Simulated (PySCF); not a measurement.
Ligands exchanged one at a time, Ge OH-OCH3. All species are isolated molecules in the gas phase. One relaxed conformer stands for each flexible species; it need not be the lowest. Strings in code marks are SMILES.

Method: ωB97X-D3(BJ)/def2-TZVP // PBE0-D3(BJ)/def2-SVP (PySCF). Excitations are Tamm–Dancoff values on a coarser integration grid. The basis has no diffuse functions, so Rydberg states are missing or too high.

```json
[
 {"species": "0 of 4 OH replaced by OCH3 (`[OH][Ge]([OH])([OH])[OH]`)", "S1 excitation (TDA) (eV)": "7.94", "S1–T1 gap (TDA) (eV)": "0.53", "brightest of the four lowest singlets (TDA) (eV)": "8.41", "HOMO (eV)": "-11.84", "S1 oscillator strength": "0.026"},
 {"species": "1 of 4 OH replaced by OCH3", "S1 excitation (TDA) (eV)": "7.53", "S1–T1 gap (TDA) (eV)": "0.44", "brightest of the four lowest singlets (TDA) (eV)": "8.35", "HOMO (eV)": "-10.85", "S1 oscillator strength": "0.009"},
 {"species": "2 of 4 OH replaced by OCH3 (`C[O][Ge]([OH])([OH])[O]C`)", "S1 excitation (TDA) (eV)": "7.51", "S1–T1 gap (TDA) (eV)": "0.45", "brightest of the four lowest singlets (TDA) (eV)": "8.06", "HOMO (eV)": "-10.72", "S1 oscillator strength": "0.008"},
 {"species": "3 of 4 OH replaced by OCH3 (`[O](C)[Ge]([OH])([O]C)[O]C`)", "S1 excitation (TDA) (eV)": "7.54", "S1–T1 gap (TDA) (eV)": "0.48", "brightest of the four lowest singlets (TDA) (eV)": "8.10", "HOMO (eV)": "-10.64", "S1 oscillator strength": "0.013"},
 {"species": "4 of 4 OH replaced by OCH3 (`C[O][Ge]([O]C)([O]C)[O]C`)", "S1 excitation (TDA) (eV)": "7.59", "S1–T1 gap (TDA) (eV)": "0.52", "brightest of the four lowest singlets (TDA) (eV)": "–", "HOMO (eV)": "-10.60", "S1 oscillator strength": "0.016"}
]
```
